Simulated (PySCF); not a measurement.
**Unknown compound**

An unknown has the formula C₃H₁₁NOSi₂. Its calculated NMR data are:

1H NMR (300 MHz, computed): δ 6.02 (br s, 1H), 5.59 (br s, 1H), 5.37 (s, 1H), 5.23 (s, 3H), 1.87 (s, 3H), 0.60 (br s, 2H).

13C{1H} NMR (computed): δ 153.0, 131.2, 23.7.

- shielding tensors at PBE0/pcSseg-1 (GIAO)
- GFN2-xTB geometry
- code: PySCF 2.14
- one computed conformer, fast rotation and ring inversion assumed for equivalent nuclei, gas phase, non-relativistic Hamiltonian

Referencing at the same level of theory: TMS for 1H (σ = 31.72 ppm), 13C (σ = 186.93 ppm).

Question: What is the structure?

Answer: 
Rings plus π bonds: 1 (no ring in the answer). 3 carbon signals for 3 carbons: no two carbons are equivalent. Carbon types of the structure: 1 × C, 1 × CH2, 1 × CH3, leaving 6 H on heteroatoms. δC 153.0: fully substituted alkene carbon; an sp2 carbon of a C=C bond. δC 131.2: terminal =CH2 carbon; the olefinic region. δC 23.7: allylic methyl carbon; a saturated carbon with 1 carbon neighbour and no heteroatom attached. δH 6.02, 5.59: hydrogen on a terminal =CH2 carbon; olefinic region. δH 5.23: hydrogen on a silicon bonded to O. δH 1.87: hydrogen on an allylic methyl carbon; allylic position. δH 0.60: hydrogen on a nitrogen bonded to Si; exchangeable; this is the value without hydrogen bonding to other molecules.

Structure: SMILES C=C(C)[Si@H](N)O[SiH3].

This is the structure that produced the data.

OH/NH shifts are gas-phase values; hydrogen bonding in solution moves them, usually downfield. Shifts are as computed. Against solution values, carbons near 30 ppm lie about +3 ppm off and those near 130 ppm about +5 ppm. Of 1211 compounds with measured shifts, 218 miss one by over three times the rms of a fit or turn the order of signals round; such compounds aren't used in these exercises. No couplings were computed; multiplicities are counted from neighbouring protons, with m where these are inequivalent, close in shift, in a saturated or five-membered ring or joined by F or P, and br s for small geminal =CH2 splittings.
